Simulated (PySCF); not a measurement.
A GIAO shielding run with PySCF 2.14 (density fitting, non-relativistic, gas phase) on SMILES N#CC[Si@H]([SiH3])[SiH2]C1CC1, C5H13NSi3:

```
$ OMP_NUM_THREADS=1 python probes_run.py task.json out

{"job": {"kind": "nmr", "xc": "PBE0", "basis": "pcSseg-1"}, "charge": 0, "multiplicity": 1}
N      1.817748    -1.651651     1.810550
C      2.172289    -1.301853     0.778467
C      2.556119    -0.830081    -0.507110
Si     1.292928     0.512335    -1.129928
Si     1.446696     2.318807     0.330740
Si    -0.756877    -0.559765    -1.402295
C     -1.465488    -0.887351     0.310421
C     -2.948895    -0.893380     0.541103
C     -2.124626     0.236823     1.059900
H      2.585172    -1.673783    -1.197944
H      3.560431    -0.409379    -0.443965
H      1.888009     0.837555    -2.446536
H      2.799622     2.876670     0.439314
H      1.025262     1.949906     1.681608
H      0.580163     3.409110    -0.126690
H     -0.711795    -1.838125    -2.131606
H     -1.697653     0.296657    -2.140916
H     -0.898888    -1.573828     0.929535
H     -3.356037    -1.601236     1.247938
H     -3.597585    -0.703555    -0.301294
H     -1.961120     0.308026     2.124962
H     -2.215886     1.197485     0.572898
```

Hardware: 1 thread of an Arm Neoverse V1, shared host. The job also computes population analyses, field gradients, ring-centre shieldings.

(1) How large is the calculation?

(2) How long does it take, and how much memory does it need?

## Answers

(1) 92 electrons, 239 basis functions and 1304 auxiliary functions.

(2) 86 s of wall time, with 14 SCF cycles and 5 response iterations; peak memory 1.1 GiB. Times on a shared host scatter by some tens of per cent.
